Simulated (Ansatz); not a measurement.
**Question.** Name a neutral molecule of C, Ge, O, Sn and H with HOMO–LUMO gap (PBE0/def2-TZVPP) between 6.05 and 6.35 eV and HOMO energy (PBE0/def2-TZVPP) between -7.10 and -6.80 eV (Ansatz, PBE0-D4/def2-TZVP geometry).

**Answer.** `[SnH3][CH]1[O][GeH2]1` (6.09 eV, -6.96 eV). Other molecules can fit too; these were computed, each in one conformer that needn't be the lowest.
